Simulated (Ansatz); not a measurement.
Cost and result for the atomization energy of `B1NCO1` (8 atoms, 8 bonds).

```
atom   x (Å)   y (Å)   z (Å)
  B1  -0.135  -0.367   1.063
  N2   0.632  -0.517  -0.107
  C3  -0.215   0.506  -0.680
  O4  -0.967   0.625   0.533
  H5  -0.151  -0.851   2.148
  H6   1.394  -1.017  -0.518
  H7  -0.848   0.176  -1.510
  H8   0.290   1.445  -0.928
```

Charge 0, multiplicity 1. Geometry: relaxed with PBE0-D4/def2-TZVP. Program: Ansatz. All runs use 2 threads of an Arm Neoverse V2 on a shared host. Times are those of one run each, without the atoms' runs, and a repeat can differ threefold. Electronic energies, without spin–orbit coupling; frozen cores. CCSD(T)/CBS adds CCSD(T) − MP2 in def2-TZVPP to the MP2 limit, and its time is that of the two runs behind it. T1 = 0.014. HSE06 is the plane-wave form, built on full-range PBE exchange.

CCSD(T)/CBS is a level of theory with its own doubt, some kJ/mol a heavy atom from the limit and from the frozen cores, so smaller differences don't rank the functionals.

| level | functions | wall time | atomization (kcal/mol) | difference from CCSD(T)/CBS | per bond |
| --- | --- | --- | --- | --- | --- |
| revPBE-D4/def2-TZVPP | 180 | 1.4 s | 773.7 | 4.3 | 0.5 |
| CCSD(T)/def2-SVP | 76 | 1.5 s | 730.5 | -38.9 | -4.9 |
| PBE0-D4/def2-TZVPP | 180 | 1.6 s | 777.5 | 8.1 | 1.0 |
| HSE06-D4/def2-TZVPP | 180 | 1.9 s | 778.3 | 8.9 | 1.1 |
| r2SCANh-D4/def2-TZVPP | 180 | 2.8 s | 767.9 | -1.5 | -0.2 |
| PBE-QIDH/def2-TZVPP | 180 | 3 s | 768.2 | -1.2 | -0.1 |
| B2PLYP/def2-TZVPP | 180 | 3.1 s | 766.3 | -3.1 | -0.4 |
| ωB97X-V/def2-TZVPP | 180 | 5.5 s | 775.3 | 5.9 | 0.7 |
| B97M-V/def2-TZVPP | 180 | 6.5 s | 772.8 | 3.4 | 0.4 |
| ωB97M-V/def2-TZVPP (with forces) | 180 | 7 s | 777.1 | 7.7 | 1.0 |
| MP2/def2-QZVPP | 348 | 11 s | 780.4 | 11.0 | 1.4 |
| CCSD(T)/def2-TZVPP | 180 | 31 s | 747.6 | -21.8 | -2.7 |
| CCSD(T)/CBS(def2) | – | 41 s | 769.4 | 0.0 | 0.0 |

Leaving LDA and LC-ωPBE aside and taking each functional with its dispersion term where it has one, the values, not all of them listed here, spread over 52.5 kcal/mol, from BHLYP-D4 to PBE-D4. LDA lies +105.8 kcal/mol from PBE without D4, its usual overbinding. From BLYP to BHLYP (50 % exact exchange), in def2-TZVPP and without D4, the atomization energy moves by −28.5 kcal/mol: exact exchange takes away binding that semilocal exchange gives to molecules. The D4 term adds +4.3 kcal/mol with B3LYP and +2.2 kcal/mol with PBE0; it sums over pairs of atoms, weighted by their polarisabilities, and B3LYP, whose exchange is more repulsive, gets the larger term.

B3LYP here is the variant with VWN-RPA as its local correlation; programs differ in this.
